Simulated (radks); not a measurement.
Results of a calculation; reference values are marked as such.
The xenon ion Xe+, 53 electrons, occupied as [Kr] 4d10 5s2 5p5.

Level of theory: scalar-relativistic Kohn-Sham, PBE, spin-polarised, spherical densities, finite nucleus; open shells are filled with parallel spins first (spin-orbit coupling, left out, can overturn this in heavy ions); Fermi nuclear charge, rms radius 4.7859 fm (a radial shooting solver on a logarithmic mesh with Libxc functionals).

Energy parts (hartree):
total: -7446.58318
kinetic: 7830.35588
electron-nucleus: -18003.92751
Hartree: 2913.25379
exchange-correlation: -186.26535

Orbitals (lengths in bohr, moments of r in powers of bohr; <r^-3> diverges for s and p1/2; r(90%) holds 90 % of the orbital's charge):
| orbital | occ. | eigenvalue (hartree) | <1/r> | r(90%) | <r^-3> | <r^2> |
|---|---|---|---|---|---|---|
| 1s up | 1 | -1263.464 | 58.10 | 0.0480 | - | 0.0009638 |
| 1s down | 1 | -1263.463 | 58.10 | 0.0480 | - | 0.0009638 |
| 2s up | 1 | -196.9513 | 13.33 | 0.177 | - | 0.01549 |
| 2s down | 1 | -196.9506 | 13.33 | 0.177 | - | 0.01549 |
| 2p up | 3 | -176.7675 | 12.73 | 0.163 | 6169 | 0.01228 |
| 2p down | 3 | -176.7663 | 12.73 | 0.163 | 6169 | 0.01228 |
| 3s up | 1 | -40.58039 | 4.792 | 0.450 | - | 0.1073 |
| 3s down | 1 | -40.57916 | 4.792 | 0.450 | - | 0.1073 |
| 3p up | 3 | -34.06087 | 4.552 | 0.456 | 1191 | 0.1074 |
| 3p down | 3 | -34.05945 | 4.552 | 0.456 | 1191 | 0.1074 |
| 3d up | 5 | -24.39180 | 4.311 | 0.441 | 164.0 | 0.09328 |
| 3d down | 5 | -24.39044 | 4.311 | 0.441 | 164.0 | 0.09327 |
| 4s up | 1 | -7.62666 | 1.951 | 1.03 | - | 0.5799 |
| 4s down | 1 | -7.62376 | 1.951 | 1.03 | - | 0.5799 |
| 4p up | 3 | -5.56210 | 1.791 | 1.12 | 237.9 | 0.6660 |
| 4p down | 3 | -5.55915 | 1.791 | 1.12 | 237.9 | 0.6656 |
| 4d up | 5 | -2.55263 | 1.513 | 1.33 | 25.28 | 0.8972 |
| 4d down | 5 | -2.54827 | 1.514 | 1.33 | 25.33 | 0.8941 |
| 5s up | 1 | -1.08048 | 0.7155 | 2.64 | - | 3.755 |
| 5s down | 1 | -1.05479 | 0.7174 | 2.65 | - | 3.752 |
| 5p up | 3 | -0.63726 | 0.5909 | 3.22 | 26.69 | 5.423 |
| 5p down | 2 | -0.61101 | 0.5892 | 3.25 | 26.61 | 5.490 |

The highest occupied level is 5p down at -16.626 eV. The spin density at the nucleus is -0.8218 e/bohr^3 (1s -0.1817, 2s 0.0488, 3s 0.0369, 4s 0.1473, 5s -0.8731). Summed over all electrons, <r^2> = 50.77 bohr^2, which gives a Langevin (diamagnetic) susceptibility term of -40.2 x 10^-6 cm^3/mol. Spin moment in Bohr magnetons: 1. The density falls to 0.001 e/bohr^3 at r = 4.12 bohr. The electron density at the nucleus is 2.806e+05 e/bohr^3 (large components only).
